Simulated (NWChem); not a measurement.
C₂H₄BFO₂; SMILES O=CCB(O)F

```xyz
10

O      0.1792    -2.4368     0.5184
C     -0.3249    -1.5568    -0.1252
C      0.4274    -0.4099    -0.7359
B      0.0523     0.9680    -0.0710
O      0.9996     1.8445     0.3043
F     -1.2371     1.2782     0.1143
H     -1.4332    -1.5358    -0.2969
H      1.5083    -0.5979    -0.6864
H      0.1171    -0.3216    -1.7943
H      0.6347     2.6505     0.6891
```
Atoms are numbered in this order, from 1.

Program: NWChem. Medium grid unless said otherwise, to which SCAN and Minnesota functionals are sensitive. Structure relaxed at the PBE0/def2-SVP level.

Question: Predict the results for M06-2X/def2-TZVP. Quantities: highest occupied level (eV); orbital gap (eV); dipole (D).

Answer: 
| Property | Result |
|---|---|
| highest occupied level (eV) | -9.12 |
| orbital gap (eV) | 9.43 |
| dipole (D) | 3.30 |
